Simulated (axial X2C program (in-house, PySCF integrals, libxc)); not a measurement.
**SrCd: bond constants with and without spin–orbit coupling**

Computed with an axial X2C code built on PySCF integrals. Spin-free means the one-electron spin-free X2C Hamiltonian; two-component (2c) means X2C with spin–orbit coupling and atomic mean-field two-electron Coulomb and Gaunt terms, so the difference of the two also holds small scalar two-electron terms. Basis: Cd dyall-cv3z [12s12p8d5f3g], Sr dyall-cv3z [13s12p8d5f1g] (cores contracted in-house); Gaussian nuclei, density fitting, unrestricted open shells. Masses: Cd 113.903 u, Sr 87.906 u.

The run was started with this input:
```json
{"zs": [48, 38], "q": 0, "bas": ["dyall-cv3z", "dyall-cv3z"], "levels": ["PBE0", "HF", "TPSS"], "cc": true, "r0": 3.21, "thr": -1.0, "nmax": 90, "npts": 10, "nst": 2, "ntry": 6}
```
```bash
python so2c.py task.json out
```

Keys: zs atomic numbers; q charge; bas basis sets; levels methods; cc coupled cluster on or off; r0 starting distance in Å; thr threshold in hartree for freezing inner shells (an s shell follows its p shell); nmax most natural virtual spinors; npts points on the curve; nst determinants followed; ntry starts of the search. HF also brings MP2.

State, spin-free: M_S = 0, Λ = 0 (closed shell); electrons by block: σα: 19, σβ: 19, π+α: 9, π+β: 9, π-α: 9, π-β: 9, δ+α: 3, δ+β: 3, δ-α: 3, δ-β: 3. Fragments: Cd + Sr.

State, 2c: Ω = 0 (closed shell); electrons by block: 1/2: 28, -1/2: 28, 3/2: 12, -3/2: 12, 5/2: 3, -5/2: 3. Fragments: Cd + Sr.

```
Hamiltonian  level  Re (Å)  ωe (cm⁻¹)  Be (cm⁻¹)  De (eV)  D0 (eV)  k (mdyn/Å)  μ (D)
  spin-free   PBE0   3.998       40.2    0.02126    0.107    0.105      0.0473   0.14
  spin-free   TPSS   3.888       45.9    0.02248    0.120    0.117      0.0616   0.01
         2c   PBE0   3.997       40.3    0.02127    0.107    0.105      0.0474   0.14
         2c   TPSS   3.886       46.0     0.0225    0.121    0.118      0.0618   0.02
```

Dipoles are positive if Sr is the positive end.

One determinant describes the state; a PBE0 search over occupations chose it and may have missed a lower one. De is counted from the lowest determinant-based energies of the atoms at the same level, without counterpoise correction. The bond is weak and the correlated curve of this state has no minimum in the scanned range, so this well may be an artefact of the functional.

No reliable constants came from CCSD (2c), CCSD (spin-free), CCSD(T) (2c), CCSD(T) (spin-free), HF (2c), HF (spin-free), MP2 (2c), MP2 (spin-free): no minimum in range, unconverged points, a curve that is not smooth, a change of character along it, or the two Hamiltonians disagreeing along it.

Rough cost a point (2c) on 1 thread(s) of a shared host, integrals apart: PBE0 0.8 s, TPSS 0.8 s.

The whole task took 3.6 min on 1 thread of Arm Neoverse V2 (shared host).
